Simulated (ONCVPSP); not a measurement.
## Reading a pseudo-wave (sulfur (S))

Columns: radius, all-electron u(r) and pseudo u(r) of the 2s shell (level -210.88 eV) of sulfur in the configuration [He] 2s2 2p6 3s1 3p5; LDA (Perdew-Zunger), non-relativistic, ONCV scheme, ONCVPSP 4.0.1.

```csv
r (bohr),all-electron,pseudo
0.042,-0.6874,0.2485
0.085,-0.5225,0.4938
0.128,-0.0612,0.7211
0.170,0.4206,0.9184
0.212,0.8307,1.0855
0.255,1.1430,1.2212
0.298,1.3480,1.3191
0.340,1.4590,1.3784
0.382,1.4992,1.4028
0.425,1.4859,1.3954
0.467,1.4350,1.3607
0.510,1.3570,1.3023
0.552,1.2651,1.2282
0.595,1.1627,1.1406
0.638,1.0576,1.0459
0.680,0.9561,0.9508
0.722,0.8585,0.8566
0.765,0.7642,0.7638
0.807,0.6787,0.6786
0.850,0.5983,0.5983
0.892,0.5271,0.5271
0.935,0.4614,0.4614
0.977,0.4039,0.4039
1.020,0.3516,0.3516
1.062,0.3063,0.3063
1.105,0.2655,0.2655
```

(1) How many radial nodes do the two functions have?

(2) At about which radius was the pseudo-wave matched?

(3) Where does each function peak?

(4) Is the pseudo-wave norm-conserving?

Answers

(1) The all-electron 2s function has n − l − 1 = 1; the pseudo-wave has 0, since the states of the same l below it are removed with the core.

(2) 0.85 bohr. The columns agree to 0.0005 from 0.77 bohr on; several derivatives are matched, so the curves merge somewhat inside the radius.

(3) Outermost all-electron maximum near 0.38 bohr, pseudo maximum near 0.38 bohr (to the table’s step).

(4) Yes: the ONCV scheme keeps the norm inside the radius equal to the all-electron one, which fixes the energy derivative of the logarithmic derivative at the level.
